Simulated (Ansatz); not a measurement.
A set of 12 reactions (isomerisation), with CCSD(T)/CBS values in kJ/mol:

```tsv
reaction	ΔE
`C=C(F)[SiH](O)F` → `O=CC(F)(F)[SiH3]`	382.3
`F[CH2][AlH][GeH3]` → `[CH3][Al]([F])[GeH3]`	-318.4
`[CH3][AlH][O]C[SiH3]` → `CO[CH2][AlH][SiH3]`	225.0
`C=C(O)B(C)N` → `C=C(N)B(C)O`	-26.0
`C#CO[CH2][AlH][CH3]` → `[AlH2][CH]1C=COC1`	-111.4
`O=CC(O)[SiH3]` → `CC(=O)O[SiH3]`	-204.5
`BrC1O[SiH2]1` → `CO[Si]Br`	-211.9
`O[C@@H]1C[C@@H]1O` → `CC=C(O)O`	-83.6
`ClB1CC1Cl` → `C=CB(Cl)Cl`	-222.5
`C=C=C(O)CO` → `C=C(O)CC=O`	-108.9
`N[SiH](Br)CO` → `N[SiH](O)CBr`	-46.8
`N=C(F)CO` → `N/C(O)=C\F`	36.2
```

Computed with Ansatz on PBE0-D4/def2-TZVP structures; ΔE is electronic, products minus reactants. CCSD(T)/CBS is the MP2 limit (def2-TZVPP, def2-QZVPP) plus CCSD(T) − MP2 in def2-TZVPP, frozen cores. Functionals use def2-TZVPP. B3LYP here is the variant with VWN-RPA as its local correlation; programs differ in this. For Br, Ge outer-core shells are correlated without core-valence functions, which leaves a few kJ/mol of doubt a bond. Scalar relativity is left out up to krypton. Each species was taken in one conformer, which may not be the lowest.

Problem. Give the mean, mean absolute and largest difference (level minus CCSD(T)/CBS, kJ/mol) for: PBE0-D4, B3LYP-D4, ωB97X-V, ωB97M-V, PBE, r2SCAN, PBE0, HF/def2-TZVPP, MP2/def2-TZVPP, CCSD/def2-TZVPP, CCSD(T)/def2-TZVPP, HF/def2-QZVPP, SCS-MP2/def2-QZVPP, HF/CBS(def2). (Estimate.)

Solution. Ansatz gave: 
```tsv
level	mean	mean absolute	largest
PBE0-D4	-0.5	11.0	-26.4
B3LYP-D4	-1.9	6.2	-18.3
ωB97X-V	0.3	10.0	-30.2
ωB97M-V	0.1	5.0	-15.7
PBE	0.5	13.8	-41.1
r2SCAN	-0.1	6.2	-17.4
PBE0	-0.1	10.8	-26.7
HF/def2-TZVPP	-5.7	12.0	-25.9
MP2/def2-TZVPP	0.2	5.9	12.1
CCSD/def2-TZVPP	-1.2	3.1	-8.9
CCSD(T)/def2-TZVPP	-1.2	3.1	-12.1
HF/def2-QZVPP	-5.5	11.8	-26.8
SCS-MP2/def2-QZVPP	0.5	4.5	11.3
HF/CBS(def2)	-5.5	11.7	-26.9
```

The largest T1 diagnostic in the set is 0.015, for `O=CC(O)[SiH3]` (customary mark 0.02).

CCSD(T)/CBS is a level of theory with its own doubt, and the functionals carry their triple-zeta basis error, so these figures describe this set and don't rank the functionals.
